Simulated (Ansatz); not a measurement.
Species: C6H11N2 (charge 0, doublet). It need not be the lowest isomer of its formula. SMILES: [CH]1CN2CCN1CC2
Coordinates optimised at B3LYP-D3(BJ)/def2-TZVP (Ansatz, a program for electronic structure):
```xyz
19

C      0.3265     0.2880     1.4998
C      0.0766     1.4800     0.6066
N     -0.0286     0.9856    -0.7853
C     -1.2707     0.2161    -0.8959
C     -1.2934    -0.8777     0.2160
N      0.0202    -0.9465     0.8728
C      1.0492    -1.1824    -0.1643
C      1.0985     0.0871    -1.0786
H      1.2066     0.2625     2.1353
H     -0.8447     2.0285     0.8298
H      0.9000     2.1968     0.6799
H     -2.1191     0.8959    -0.7978
H     -1.3116    -0.2261    -1.8930
H     -2.0357    -0.6528     0.9810
H     -1.5242    -1.8620    -0.1954
H      2.0099    -1.3583     0.3217
H      0.7820    -2.0837    -0.7215
H      1.0515    -0.1852    -2.1345
H      2.0236     0.6440    -0.9198
```
Charge 0, spin multiplicity 2.

Property: atomisation energy (electronic, to ground-state atoms), in kcal/mol. Correlated levels leave the core frozen unless marked. Open shells are spin-unrestricted. Spin-orbit coupling is left out. Non-relativistic. The coupled-cluster limit lacks core correlation, which all-electron functionals hold. CBS marks a two-point X^-3 extrapolation of the correlation energy; Hartree-Fock from the larger set. [CCSD(T)-MP2]/basis is that difference in the basis named.

```json
[
 {"level": "BLYP-D4/def2-TZVPD", "program": "Ansatz + dftd4", "atomisation energy (kcal/mol)": "1840.1"}
]
```

Estimate the value at RI-MP2/CBS(cc-pVTZ,cc-pVQZ)+[CCSD(T)-MP2]/cc-pVTZ as computed with Ansatz.

1834.9 kcal/mol, so BLYP-D4/def2-TZVPD differs from it by 5.2 kcal/mol.
